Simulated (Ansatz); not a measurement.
Relaxation of AlClH₂O₂ (6 atoms, charge 0, multiplicity 1), to a largest force component of 0.03 eV/Å in at most 50 steps.

All numbers below come from Ansatz, RKS revPBE/def2-SVP.

```xyz
6
Properties=species:S:1:pos:R:3
Al -0.780 1.259 -0.173
O 0.875 -1.335 0.532
O -1.587 -0.039 -0.748
H -0.038 -1.409 0.183
Cl 0.128 3.025 0.482
H 1.402 -1.501 -0.276
```

Question: Where does it end, and by what steps?

Answer: It converged. After 20 steps the energy has fallen by 3.131 eV; H4 moved furthest, 2.01 Å. Parted: O2–H4 (0.98 → 3.15 Å). Joined: Al1–O2 (3.16 → 1.72 Å), O3–H4 (2.27 → 0.97 Å).

| step | energy less start (eV) | largest force component (eV/Å) | accepted |
| --- | --- | --- | --- |
| 0 | 0.0000 | 0.338 | yes |
| 1 | -0.1134 | 0.895 | yes |
| 2 | -0.3409 | 1.351 | yes |
| 3 | -0.6021 | 0.596 | yes |
| 4 | -0.5030 | 1.945 | no |
| 5 | -0.6902 | 0.380 | yes |
| 6 | -0.7102 | 0.424 | yes |
| 7 | -0.7268 | 0.417 | yes |
| 8 | -0.7657 | 0.514 | yes |
| 9 | -0.8366 | 0.984 | yes |
| 10 | -1.2975 | 2.206 | yes |
| 11 | -1.6468 | 3.598 | yes |
| 12 | -2.2041 | 2.088 | yes |
| 13 | -2.5328 | 1.534 | yes |
| 14 | -2.7883 | 0.892 | yes |
| 15 | -2.9671 | 0.572 | yes |
| 16 | -3.0019 | 1.745 | yes |
| 17 | -3.1201 | 0.162 | yes |
| 18 | -3.1278 | 0.090 | yes |
| 19 | -3.1304 | 0.048 | yes |
| 20 | -3.1307 | 0.020 | yes |

```xyz
6
Properties=species:S:1:pos:R:3
Al -0.058 0.319 0.021
O 1.178 -0.857 0.228
O -1.632 -0.147 -0.474
H -1.840 -1.079 -0.645
Cl 0.277 2.378 0.363
H 2.075 -0.614 0.507
```

Whether the end is a true minimum wasn't checked by a vibrational analysis.

Time of the run: 11 s on 2 threads of Intel(R) Xeon(R) 6975P-C (Granite Rapids) (shared host), peak memory 0.15 GiB.
